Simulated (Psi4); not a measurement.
Relaxed torsion scan: SMILES c1cncc(-c2ccncc2)c1. Scanned: dihedral C4–C5–C6–C7; all other coordinates were relaxed at GFN2-xTB. Points at φ and −φ are mirror images.

Geometry of the scan point at 15° (Å):
```
20

C      2.8593    -0.8426    -0.4250
C      3.3543    -0.0817     0.6230
N      2.5821     0.6734     1.3851
C      1.2882     0.7035     1.1374
C      0.6649    -0.0223     0.1167
C     -0.7770     0.0867    -0.1453
C     -1.5476     1.1245     0.3842
C     -2.9092     1.1512     0.1356
N     -3.5449     0.2343    -0.5732
C     -2.8265    -0.7603    -1.0647
C     -1.4610    -0.8873    -0.8770
C      1.5020    -0.8004    -0.6865
H      3.5206    -1.4415    -1.0321
H      4.4091    -0.0674     0.8628
H      0.7157     1.3188     1.8182
H     -1.0966     1.9228     0.9512
H     -3.5271     1.9479     0.5291
H     -3.3778    -1.4981    -1.6332
H     -0.9493    -1.7455    -1.2830
H      1.1036    -1.3550    -1.5232
```

Calculation: PBE-D3(BJ)/def2-SVP // GFN2-xTB in Psi4 1.11.

Scanned values (°): -165, -150, -135, -120, -105, -90, -75, -60, -45, -30, -15, 0, 15, 30, 45, 60, 75, 90, 105, 120, 135, 150, 165, 180.

Question: Describe the profile: where are the wells and the tops?

Answer: Lower than their neighbours: -150° (0.000 eV), -30° (0.000 eV), 30° (0.000 eV), 150° (0.000 eV). Higher than their neighbours: -90° (0.122 eV), 0° (0.041 eV), 90° (0.122 eV), 180° (0.041 eV). The whole profile spans 0.122 eV.
